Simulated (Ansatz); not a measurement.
# N2Se: where a starting geometry ends

The starting geometry of this gas-phase triplet was optimised with GFN2-xTB as a singlet.

```
atom   x (Å)    y (Å)    z (Å)
   N  0.7837   1.0906  -0.2986
   N  0.5063   0.0204  -0.0703
  Se  0.1052  -1.5268   0.2596
```

Task: Predict what becomes of its bonds when it is optimised with PBE0-D3(BJ)/def2-SVP.

Result: It falls apart into N2 + Se. Contacts that open: N2–Se3 (1.63 → 3.43 Å).

The energy falls by 3.39 eV over 26 steps:

```json
{"step": "1", "E − E(last) (eV)": "3.391"}
{"step": "4", "E − E(last) (eV)": "2.863"}
{"step": "7", "E − E(last) (eV)": "2.768"}
{"step": "9", "E − E(last) (eV)": "1.880"}
{"step": "12", "E − E(last) (eV)": "0.253"}
{"step": "15", "E − E(last) (eV)": "0.013"}
{"step": "18", "E − E(last) (eV)": "0.002"}
{"step": "20", "E − E(last) (eV)": "0.000"}
{"step": "23", "E − E(last) (eV)": "0.000"}
{"step": "26", "E − E(last) (eV)": "0.000"}
```

Final geometry (Å):

```tsv
atom	x (Å)	y (Å)	z (Å)
N	0.7188	1.5190	-0.5026
N	1.0051	0.6018	0.0283
Se	-0.3286	-2.5366	0.3649
```

No frequencies were run, so the end isn't proven a minimum. Open shells are spin-unrestricted. The triplet needn't be the ground state. Run with Ansatz 0.2.0, 3.5 min on 1 thread of Arm Neoverse V2, on a shared host.
